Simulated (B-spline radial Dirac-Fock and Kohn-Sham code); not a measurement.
**X-ray form factors of mercury in several charge states**

Level of theory: Dirac-Fock orbitals of the configuration average with a finite nucleus; a B-spline atomic structure program.

Configurations: Hg²⁸⁺ [Kr] 4d10 4f6; Hg²⁹⁺ [Kr] 4d10 4f5; Hg³²⁺ [Kr] 4d10 4f2; Hg³⁴⁺ [Kr] 4d10; Hg³⁵⁺ [Kr] 4d9. The first column is f₀ of Hg²⁸⁺, the others are differences from it.

```csv
s (Å⁻¹),Hg²⁸⁺,Δ Hg²⁹⁺,Δ Hg³²⁺,Δ Hg³⁴⁺,Δ Hg³⁵⁺
0,52.000,-1.000,-4.000,-6.000,-7.000
0.1,51.620,-0.981,-3.929,-5.898,-6.882
0.2,50.504,-0.926,-3.723,-5.601,-6.539
0.3,48.727,-0.841,-3.401,-5.137,-6.002
0.4,46.401,-0.733,-2.994,-4.547,-5.317
0.5,43.666,-0.613,-2.535,-3.879,-4.540
0.7,37.571,-0.372,-1.600,-2.504,-2.935
0.9,31.550,-0.178,-0.817,-1.331,-1.557
1.1,26.364,-0.052,-0.288,-0.516,-0.594
1.4,20.729,+0.027,+0.077,+0.078,+0.105
```

Values without a named source are computed, but for edge energies of neutral atoms, which are taken from tables.
